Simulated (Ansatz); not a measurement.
**Nudged elastic band run: CHBSe**

Input:

```yaml
crystal:
  periodic: [false, false, false]
  atoms:
    - { symbol: B, position_ang: [-0.314003, 0.676359, -0.370193] }
    - { symbol: C, position_ang: [0.209207, -0.456575, 0.256845] }
    - { symbol: Se, position_ang: [0.863613, -1.863122, 1.01923] }
    - { symbol: H, position_ang: [-0.758827, 1.643337, -0.905882] }
basis:
  gaussian: { orbitals: def2-SVP }
hamiltonian:
  xc: pbe
neb:
  order_check: false
  images: 9
  f_tol: 0.05
  max_iterations: 60
  spring: 0.5
  final_atoms:
    - { symbol: B, position_ang: [-0.7908218, 0.12350372, 1.05121116] }
    - { symbol: C, position_ang: [-0.0543506, 0.31037781, -0.24344047] }
    - { symbol: Se, position_ang: [0.71701833, -1.22702073, 0.40776541] }
    - { symbol: H, position_ang: [0.12814406, 0.7931382, -1.2155361] }
  initial_path:
    images:
      - { positions_ang: [[-0.314003, 0.676359, -0.370193], [0.209207, -0.456575, 0.256845], [0.863613, -1.863122, 1.01923], [-0.758827, 1.643337, -0.905882]] }
      - { positions_ang: [[-0.4117072, 0.7495851, -0.27449599], [0.15497748, -0.38415267, 0.26079397], [0.86389089, -1.79858918, 0.91984309], [-0.60717116, 1.43315575, -0.90614107]] }
      - { positions_ang: [[-0.50941141, 0.8228112, -0.17879898], [0.10074796, -0.31173034, 0.26474295], [0.86416877, -1.73405636, 0.82045618], [-0.45551533, 1.2229745, -0.90640015]] }
      - { positions_ang: [[-0.60711561, 0.8960373, -0.08310197], [0.04651844, -0.23930801, 0.26869192], [0.86444666, -1.66952354, 0.72106927], [-0.30385949, 1.01279325, -0.90665922]] }
      - { positions_ang: [[-0.70481981, 0.96926341, 0.01259504], [-0.00771108, -0.16688568, 0.27264089], [0.86472455, -1.60499072, 0.62168236], [-0.15220366, 0.80261199, -0.9069183]] }
      - { positions_ang: [[-0.80252402, 1.04248951, 0.10829205], [-0.0619406, -0.09446335, 0.27658987], [0.86500243, -1.5404579, 0.52229545], [-0.00054782, 0.59243074, -0.90717737]] }
      - { positions_ang: [[-0.80018357, 0.85869235, 0.29687587], [-0.0604226, -0.01349512, 0.1725838], [0.83540561, -1.47777047, 0.49938944], [0.02519055, 0.63257223, -0.96884912]] }
      - { positions_ang: [[-0.79784313, 0.67489519, 0.4854597], [-0.0589046, 0.06747311, 0.06857773], [0.80580879, -1.41508303, 0.47648343], [0.05092893, 0.67271373, -1.03052086]] }
      - { positions_ang: [[-0.79550268, 0.49109804, 0.67404352], [-0.0573866, 0.14844135, -0.03542833], [0.77621197, -1.3523956, 0.45357742], [0.07666731, 0.71285522, -1.09219261]] }
      - { positions_ang: [[-0.79316224, 0.30730088, 0.86262734], [-0.0558686, 0.22940958, -0.1394344], [0.74661515, -1.28970817, 0.43067141], [0.10240569, 0.75299671, -1.15386436]] }
      - { positions_ang: [[-0.7908218, 0.12350372, 1.05121116], [-0.0543506, 0.31037781, -0.24344047], [0.71701833, -1.22702073, 0.40776541], [0.12814406, 0.7931382, -1.2155361]] }
```

Run as:

```bash
$ ansatz run input.yaml --threads 1 --pin off --max-ram 2048MiB --backend cpu --events-out ev --progress --plain --runs-dir out
```

Output, in part (warnings, iteration lines, the closing report on the highest movable image, with atoms numbered from 0):

```
NEB end point (image 0): max|allowed force component| = 1.540e-2 eV/Å (the criterion of neb.relax_end_points is 1.000e-2)
NEB end point (image 10): max|allowed force component| = 1.414e-2 eV/Å (the criterion of neb.relax_end_points is 1.000e-2)
NEB iter   1: max|band force component| = 3.374e1 eV/Å  barrier→ = 9.1150 eV  barrier← = 8.2606 eV  Δτ_max = 0.1982 Å  (1954 SCF iters)
NEB iter   2: max|band force component| = 4.491e0 eV/Å  barrier→ = 2.2329 eV  barrier← = 1.3786 eV  Δτ_max = 0.1876 Å  (641 SCF iters)
NEB iter   3: max|band force component| = 2.603e0 eV/Å  barrier→ = 1.8902 eV  barrier← = 1.0358 eV  Δτ_max = 0.2000 Å  (523 SCF iters)
NEB iter   4: max|band force component| = 1.134e0 eV/Å  barrier→ = 1.8298 eV  barrier← = 0.9754 eV  Δτ_max = 0.1346 Å  (453 SCF iters)
NEB iter   5: max|band force component| = 6.589e-1 eV/Å  barrier→ = 1.7993 eV  barrier← = 0.9449 eV  Δτ_max = 0.1084 Å  (366 SCF iters)
NEB iter   6: max|band force component| = 5.222e-1 eV/Å  barrier→ = 1.8147 eV  barrier← = 0.9604 eV  Δτ_max = 0.1935 Å  (349 SCF iters)
NEB iter   7: max|band force component| = 1.894e0 eV/Å  barrier→ = 1.7736 eV  barrier← = 0.9192 eV  Δτ_max = 0.1044 Å  (388 SCF iters)
NEB iter   8: max|band force component| = 7.044e-1 eV/Å  barrier→ = 1.7408 eV  barrier← = 0.8865 eV  Δτ_max = 0.0706 Å  (336 SCF iters)
NEB iter   9: max|band force component| = 5.257e-1 eV/Å  barrier→ = 1.7228 eV  barrier← = 0.8684 eV  Δτ_max = 0.0395 Å  (333 SCF iters)
NEB iter  10: max|band force component| = 3.704e-1 eV/Å  barrier→ = 1.7086 eV  barrier← = 0.8542 eV  CI = image 5  Δτ_max = 0.0809 Å  (317 SCF iters)
NEB iter  11: max|band force component| = 1.261e-1 eV/Å  barrier→ = 1.7398 eV  barrier← = 0.8855 eV  CI = image 5  Δτ_max = 0.0140 Å  (334 SCF iters)
NEB iter  12: max|band force component| = 4.351e-2 eV/Å  barrier→ = 1.7398 eV  barrier← = 0.8854 eV  CI = image 5  Δτ_max = 0.0000 Å  (999 SCF iters)
Total energy: -67052.41849820 eV, -2464.1309300472 hartree
Atom 0 at    -0.935618     0.959140     0.063876 Å, force     0.003167    -0.004662    -0.005417 eV/Å
Atom 1 at     0.195112     0.047843     0.352107 Å, force     0.003774     0.003911    -0.017619 eV/Å
Atom 2 at     0.748082    -1.607178     0.491399 Å, force     0.002702    -0.015919     0.013435 eV/Å
Atom 3 at    -0.007586     0.600194    -0.907381 Å, force    -0.009643     0.016669     0.009601 eV/Å
Dipole moment:     0.355508    -0.230167    -0.037637 e Å
```

The run converged. Another band between the same ends (9 images) ends at a top of the same energy, where a vibrational analysis finds 1 clearly imaginary mode. The orbitals stay closed-shell, which can raise the energy where a bond breaks towards radicals; this wasn't checked here.

Final band (atoms are numbered from 1 in the order of the input):

```json
{"image": "0", "path coordinate (Å)": "0.00", "energy (eV)": "0.00", "B1–H4 (Å)": "1.19", "B1–Se3 (Å)": "3.13", "C2–H4 (Å)": "2.59"}
{"image": "1", "path coordinate (Å)": "0.38", "energy (eV)": "0.11", "B1–H4 (Å)": "1.19", "B1–Se3 (Å)": "3.10", "C2–H4 (Å)": "2.54"}
{"image": "2", "path coordinate (Å)": "0.75", "energy (eV)": "0.41", "B1–H4 (Å)": "1.19", "B1–Se3 (Å)": "3.06", "C2–H4 (Å)": "2.39"}
{"image": "3", "path coordinate (Å)": "1.14", "energy (eV)": "0.85", "B1–H4 (Å)": "1.20", "B1–Se3 (Å)": "3.04", "C2–H4 (Å)": "2.14"}
{"image": "4", "path coordinate (Å)": "1.52", "energy (eV)": "1.40", "B1–H4 (Å)": "1.25", "B1–Se3 (Å)": "3.06", "C2–H4 (Å)": "1.80"}
{"image": "5", "path coordinate (Å)": "1.90", "energy (eV)": "1.74", "B1–H4 (Å)": "1.39", "B1–Se3 (Å)": "3.10", "C2–H4 (Å)": "1.39"}
{"image": "6", "path coordinate (Å)": "2.23", "energy (eV)": "1.62", "B1–H4 (Å)": "1.72", "B1–Se3 (Å)": "3.11", "C2–H4 (Å)": "1.17"}
{"image": "7", "path coordinate (Å)": "2.55", "energy (eV)": "1.48", "B1–H4 (Å)": "2.06", "B1–Se3 (Å)": "3.03", "C2–H4 (Å)": "1.12"}
{"image": "8", "path coordinate (Å)": "2.87", "energy (eV)": "1.28", "B1–H4 (Å)": "2.30", "B1–Se3 (Å)": "2.81", "C2–H4 (Å)": "1.10"}
{"image": "9", "path coordinate (Å)": "3.20", "energy (eV)": "1.01", "B1–H4 (Å)": "2.46", "B1–Se3 (Å)": "2.49", "C2–H4 (Å)": "1.10"}
{"image": "10", "path coordinate (Å)": "3.53", "energy (eV)": "0.85", "B1–H4 (Å)": "2.54", "B1–Se3 (Å)": "2.12", "C2–H4 (Å)": "1.10"}
```

Run time: 2.3 min on 1 thread of Intel(R) Xeon(R) Platinum 8488C (Sapphire Rapids) (shared host), peak memory 0.15 GiB.
